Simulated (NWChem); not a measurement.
A series in which one site is exchanged, each optimised at PBE0/def2-SVP with NWChem, gas phase unless a solvent is named. All stand in one matching conformer (torsions within 35°), which need not be the lowest. Low-valent species are run as closed-shell singlets; no triplet was tried in these runs. For some, no frequency run checked for a minimum. def2 effective core potentials on I, Pb; no spin-orbit coupling.

A: [SH][Pb][Cl] (PbHSCl; site = Cl)
B: [SH][PbH] (PbH₂S; site = H)
C: [F][Pb][SH] (PbHSF; site = F)
D: [Pb]([SH])[I] (PbHSI; site = I)

Task: Rank them by orbital gap (eV), PBE0/def2-SVP, lowest first.

Result: D (4.11), B (4.31), A (4.60), C (4.72)
